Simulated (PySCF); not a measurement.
Identify the unknown among the candidates.

All candidates are C7H7Cl.

* 13C NMR: chemical shifts (computed TMS as zero) by class: 142.8 (1 C), 141.5 (1 C), 135.5 (2 C), 134.8 (2 C), 23.4 (1 C) ppm [GIAO PBE0/pcSseg-1]
* Rotational structure: rotational constants A, B, C: 5.586, 0.979, 0.837 GHz [GFN2-xTB]
* NMR, other nuclei: isotropic shieldings of nuclei other than C and H, by class: 721 (1 Cl) ppm [GIAO PBE0/pcSseg-1]
* 1H NMR: chemical shifts (computed TMS as zero) by class: 7.52 (2 H), 7.42 (2 H), 2.45 (3 H) ppm [GIAO PBE0/pcSseg-1]
* Dipole: 2.27 D [PBE0/pcSseg-1]

Gas-phase values; electronic properties from PySCF, density fitting. Levels stand in brackets. Geometry: GFN2-xTB; no solvent, vibrations or thermal averaging. NMR classes are plain means over equivalent atoms (diastereotopic ones count apart unless rotation or inversion swaps them), as if these changed places fast.

Task: Which candidate is it?
A. `C[C@]12C=C[C@@]1(Cl)C=C2`
B. `Cc1ccc(Cl)cc1`
C. `ClCC=C1C=CC=C1`
D. `C=C1C(=C)C(Cl)=C1C`

Result: B. It is `Cc1ccc(Cl)cc1`. Numbering: `[CH3:1][c:2]1[cH:3][cH:4][c:5]([Cl:6])[cH:7][cH:8]1`. Its formula, C7H7Cl, gives 4 degrees of unsaturation: 1 ring and 3 π bonds in the structure found (Kekulé form). 7 carbons fall into 5 classes; from least to most shielded: aromatic C–Cl carbon [C5] (142.8 ppm), substituted aromatic carbon [C2] (141.5 ppm), aromatic CH carbon [C3/C8] (135.5 ppm, 2 C), aromatic CH carbon [C4/C7] (134.8 ppm, 2 C), benzylic-type carbon [C1] (23.4 ppm). Hydrogen classes from least to most shielded: 2 H on 2 aromatic CH carbons, C4/C7 (7.52 ppm), 2 H on 2 aromatic CH carbons, C3/C8 (7.42 ppm), 3 H on a benzylic-type carbon, C1 (2.45 ppm). The other shieldings belong to: 721 ppm, aryl chlorine [Cl6]. The optimised geometry has point group Cs and is an asymmetric top.

The others, at the same levels:
- `C[C@]12C=C[C@@]1(Cl)C=C2` fails: its computed 13C shifts are 159.3 (2 C), 153.8 (2 C), 76.5 (1 C), 67.1 (1 C), 15.0 (1 C) ppm, 1H shifts are 7.02 (2 H), 6.71 (2 H), 1.54 (3 H) ppm and rotational constant A is 2.572 GHz (against 5.586 GHz).
- `ClCC=C1C=CC=C1` fails: it has 7 carbon classes against 5; its computed 13C shifts are 153.5 (1 C), 144.9 (1 C), 142.2 (1 C), 140.4 (1 C), 132.6 (1 C), 123.1 (1 C), 48.8 (1 C) ppm, 1H shifts are 6.78 (1 H), 6.72 (1 H), 6.55 (1 H), 6.55 (1 H), 6.30 (1 H), 4.54 (2 H) ppm and smallest rotational constant is 0.730 GHz (against 0.837 GHz).
- `C=C1C(=C)C(Cl)=C1C` fails: it has 7 carbon classes against 5; its computed 13C shifts are 163.6 (1 C), 156.4 (1 C), 153.7 (1 C), 153.4 (1 C), 96.6 (1 C), 96.0 (1 C), 11.7 (1 C) ppm, 1H shifts are 5.02 (1 H), 5.01 (1 H), 5.00 (1 H), 4.92 (1 H), 2.12 (3 H) ppm and rotational constant A is 2.369 GHz (against 5.586 GHz).

Each candidate is one conformer, not necessarily the lowest. The conformers computed, where there is a choice (atom-mapped SMILES and torsion angles):
- `[Cl:1][CH2:2][CH:3]=[C:4]1[CH:5]=[CH:6][CH:7]=[CH:8]1`: Cl1–C2–C3–C4 117°
